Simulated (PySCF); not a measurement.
## Si(vinyl)3(OAc): computed shieldings and shifts

Si(vinyl)3(OAc), C8H12O2Si, point group C1.

Bonds: Si1-C2, Si1-C7, Si1-C12, Si1-O17, C2-C3, C7-C8, C12-C13, O17-C18, C18-C19, C18-O20. C2 carries H4; C3 carries H5, H6; C7 carries H9; C8 carries H10, H11; C12 carries H14; C13 carries H15, H16; C19 carries H21, H22, H23.

GIAO calculations in PySCF 2.14.0 with density-fitted response routines on the PBE0-D3(BJ)/def2-SVP structure: isolated species, non-relativistic, equivalent atoms averaged; basis pcSseg-1.

Q: Give the isotropic shieldings (ppm) with B3LYP, PBE0.

A: 
```
                atoms                           environment   B3LYP    PBE0
                  Si1              silicon bonded to 3 C, O   351.7   362.5
                  O20                    oxygen bonded to C  -142.9  -139.0
                  O17                oxygen bonded to C, Si   116.6   121.1
                  C18               carbon bonded to C, 2 O     3.1     9.2
            C3/C8/C13               carbon bonded to C, 2 H    34.7    38.5
            C2/C7/C12             carbon bonded to C, Si, H    37.7    43.7
                  C19               carbon bonded to C, 3 H   156.0   161.4
            H4/H9/H14  hydrogen on a carbon bonded to C, Si   25.14   24.90
H5/H6/H10/H11/H15/H16      hydrogen on a carbon bonded to C   25.18   24.91
          H21/H22/H23      hydrogen on a carbon bonded to C   29.27   29.15
   HOMO–LUMO gap (eV)                                     –    6.49    6.93
```

Q: And the chemical shifts, against references computed in the same way?

A: 
```csv
atoms,"nucleus, reference",B3LYP,PBE0
Si1,"²⁹Si, TMS",-13.8,-10.5
O20,"¹⁷O, H2O",476.9,473.6
O17,"¹⁷O, H2O",217.5,213.5
C18,"¹³C, TMS",176.2,175.2
C3/C8/C13,"¹³C, TMS",144.6,145.9
C2/C7/C12,"¹³C, TMS",141.6,140.7
C19,"¹³C, TMS",23.2,23.0
H4/H9/H14,"¹H, TMS",6.24,6.36
H5/H6/H10/H11/H15/H16,"¹H, TMS",6.21,6.35
H21/H22/H23,"¹H, TMS",2.11,2.11
```

Q: Which part of the shielding of Si1 depends on the functional?

A: Diamagnetic: B3LYP 887, PBE0 887 ppm; paramagnetic: B3LYP -535, PBE0 -524 ppm. The diamagnetic part, set mainly by inner electrons, hardly moves; the paramagnetic part goes with low-lying magnetically allowed excitations and carries the spread.

Unscaled 17O shifts of doubly bonded oxygen tend to come out too high, by tens of ppm or more. Experimental scales use liquid or dissolved standards, which lie at an offset from isolated H2O (liquid H2O: subtract about 36 ppm).
